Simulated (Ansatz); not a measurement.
What each rung costs, and what it gives

The pair of Cu⁺ (SMILES [Cu+], atom 1) and SiH₃F (SMILES [SiH3]F, atoms 2–6), both closed shells, in one local arrangement (a lower one may exist), relaxed at PBE0-D4/def2-TZVP:

| atom | x (Å) | y (Å) | z (Å) |
| --- | --- | --- | --- |
| Cu1 | 0.0911 | 0.0382 | -2.9422 |
| Si2 | -0.0223 | -0.0077 | 0.7177 |
| F3 | 0.0309 | -0.0094 | -0.9711 |
| H4 | 0.7302 | -1.2172 | 1.0907 |
| H5 | -1.4623 | -0.0631 | 1.0203 |
| H6 | 0.6325 | 1.2592 | 1.0847 |

Interaction energies are counterpoise-corrected; the time is that of the whole pair.

Ansatz 0.2.0; basis: as named in each row; cores frozen in the correlated methods. The 3s and 3p shells of Cu and Zn are frozen; filled d shells are correlated. B3LYP uses VWN-RPA correlation. Extrapolation: Hartree–Fock as exp(−7.88 √X), correlation as X^−2.97.

Times are rough, for one single point on 4 threads of a shared host (AMD EPYC 7R43).

The estimate by CCSD(T) at an estimated basis limit (MP2 extrapolated from triple and quadruple zeta, plus CCSD(T) − MP2 in triple zeta) is -1.344 eV.

```json
{"method": "SPW92", "basis": "def2-SVP", "time (s)": "under 1", "interaction energy (eV)": "-1.794", "method less estimate": "-0.450"}
{"method": "PBE-D4", "basis": "def2-SVP", "time (s)": "under 1", "interaction energy (eV)": "-1.508", "method less estimate": "-0.163"}
{"method": "B3LYP-D4", "basis": "6-31G", "time (s)": "under 1", "interaction energy (eV)": "-2.034", "method less estimate": "-0.689"}
{"method": "HF", "basis": "STO-3G", "time (s)": "under 1", "interaction energy (eV)": "-1.382", "method less estimate": "-0.037"}
{"method": "PBE0-D4", "basis": "def2-SVP", "time (s)": "under 1", "interaction energy (eV)": "-1.448", "method less estimate": "-0.104"}
{"method": "CCSD(T)", "basis": "def2-SVP", "time (s)": "1", "interaction energy (eV)": "-1.238", "method less estimate": "0.106"}
{"method": "B3LYP-D4", "basis": "def2-TZVPPD", "time (s)": "2", "interaction energy (eV)": "-1.436", "method less estimate": "-0.092"}
{"method": "HSE06-D4", "basis": "def2-TZVPPD", "time (s)": "2", "interaction energy (eV)": "-1.376", "method less estimate": "-0.031"}
{"method": "wB97M-V", "basis": "def2-SVP", "time (s)": "3", "interaction energy (eV)": "-1.454", "method less estimate": "-0.110"}
{"method": "PBE-D4", "basis": "def2-TZVPPD", "time (s)": "3", "interaction energy (eV)": "-1.459", "method less estimate": "-0.115"}
{"method": "BLYP-D4", "basis": "def2-TZVPPD", "time (s)": "3", "interaction energy (eV)": "-1.479", "method less estimate": "-0.135"}
{"method": "revPBE-D4", "basis": "def2-TZVPPD", "time (s)": "3", "interaction energy (eV)": "-1.320", "method less estimate": "0.025"}
{"method": "r2SCAN-D4", "basis": "def2-TZVPPD", "time (s)": "3", "interaction energy (eV)": "-1.529", "method less estimate": "-0.185"}
{"method": "PBE0-D4", "basis": "def2-TZVPPD", "time (s)": "3", "interaction energy (eV)": "-1.380", "method less estimate": "-0.036"}
{"method": "wB97X-V", "basis": "def2-TZVPPD", "time (s)": "4", "interaction energy (eV)": "-1.357", "method less estimate": "-0.013"}
{"method": "B2PLYP", "basis": "def2-TZVPPD", "time (s)": "5", "interaction energy (eV)": "-1.346", "method less estimate": "-0.002"}
{"method": "B97M-V", "basis": "def2-TZVPPD", "time (s)": "6", "interaction energy (eV)": "-1.478", "method less estimate": "-0.134"}
{"method": "wB97M-V", "basis": "def2-TZVPPD", "time (s)": "6", "interaction energy (eV)": "-1.348", "method less estimate": "-0.003"}
{"method": "MP2", "basis": "def2-QZVPPD", "time (s)": "8", "interaction energy (eV)": "-1.310", "method less estimate": "0.034"}
{"method": "PBE-D4", "basis": "STO-3G", "time (s)": "24", "interaction energy (eV)": "-2.371", "method less estimate": "-1.026"}
{"method": "CCSD(T)", "basis": "def2-TZVPPD", "time (s)": "35", "interaction energy (eV)": "-1.236", "method less estimate": "0.108"}
```

T1 diagnostic: at most 0.017.
